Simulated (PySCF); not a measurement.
C2H4BF3, SMILES FCB(F)CF.

Geometry: B3LYP-D3(BJ)/def2-SVP. This is a generated structure with no PubChem entry under its InChIKey; it may be hypothetical. The values are those of a single conformer.

Method: TDA-PBE/def2-SVPD (PySCF).

Vertical excitations.  State labels are in the subgroup Cs.

### Question
Estimate the UV-visible absorptions. (Estimate from the structure and the level; the computed values follow.)

### Answer

```tsv
state	symmetry	energy (eV)	λ (nm)	f	main pairs
S1	A"	5.56	223	0.000	HOMO→LUMO 100 %
S2	A'	6.76	183	0.000	HOMO→LUMO+1 89 %
S3	A'	6.77	183	0.075	HOMO−1→LUMO 89 %
S4	A"	6.93	179	0.016	HOMO−2→LUMO 98 %
S5	A'	6.96	178	0.019	HOMO−3→LUMO 90 %
S6	A'	7.12	174	0.039	HOMO→LUMO+2 92 %
S7	A'	7.82	158	0.017	HOMO→LUMO+3 94 %
S8	A"	7.84	158	0.003	HOMO−1→LUMO+1 99 %
S9	A'	8.02	155	0.006	HOMO−2→LUMO+1 91 %
S10	A"	8.04	154	0.007	HOMO−3→LUMO+1 98 %
T1	A"	5.10	243	0	HOMO→LUMO 100 %
T2	A"	6.32	196	0	HOMO−2→LUMO 99 %
T3	A'	6.34	196	0	HOMO−1→LUMO 97 %
T4	A'	6.56	189	0	HOMO−3→LUMO 71 %, HOMO→LUMO+1 28 %
```
Triplets are in the Tamm–Dancoff approximation.
